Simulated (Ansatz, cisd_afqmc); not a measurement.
System: CdS, charge 0, singlet. CdS (SMILES [S]=[Cd]).
B3LYP-D3(BJ)/def2-TZVP minimum from Ansatz (a program for electronic structure):
```
Cd
S 1 2.2686
```

Atomisation energy term by term, kcal/mol (programs: Ansatz, cisd_afqmc). UHF or UKS for unpaired electrons; spin-orbit terms are left out. Cores are frozen in correlated methods (noble-gas shells, and filled d and f shells in the p block). Past Kr the def2 sets carry scalar-relativistic core potentials. AFQMC/CISD: phaseless, guided by CISD from CCSD amplitudes; bars are statistical, one sigma. Outlying blocks are dropped, and bars are widened where a walk drifts. Over all cases where full CI ran beside it in this data, AFQMC minus full CI had a median of +0.1 mEh and passed +0.4 mEh in a tenth of the cases. CBS(X,Y): correlation extrapolated as X^-3, Hartree-Fock from the larger set. A bracket is a step between two methods taken in the basis named. The restricted determinant of CdS ([S]=[Cd], singlet) is unstable towards broken spin symmetry in at least one set run.

```json
[
 {"term": "Hartree-Fock", "basis": "def2-QZVPP", "kcal/mol": "-12.45"},
 {"term": "CCSD correlation", "basis": "CBS(def2-TZVPP,def2-QZVPP)", "kcal/mol": "30.98"},
 {"term": "(T)", "basis": "CBS(def2-TZVPP,def2-QZVPP)", "kcal/mol": "6.38"},
 {"term": "CCSDT(Q) - CCSD(T)", "basis": "def2-TZVPP", "kcal/mol": "0.65"},
 {"term": "CCSDTQ - CCSDT(Q)", "basis": "def2-SVP", "kcal/mol": "-0.18"},
 {"term": "sum: De", "basis": "", "kcal/mol": "25.4"}
]
```

The step beyond CCSD(T) by other levels: CCSDTQ in def2-SVP 0.68; AFQMC/CISD in def2-SVP 0.35 ± 0.34; CCSDT(Q) in def2-SVP 0.86 kcal/mol.
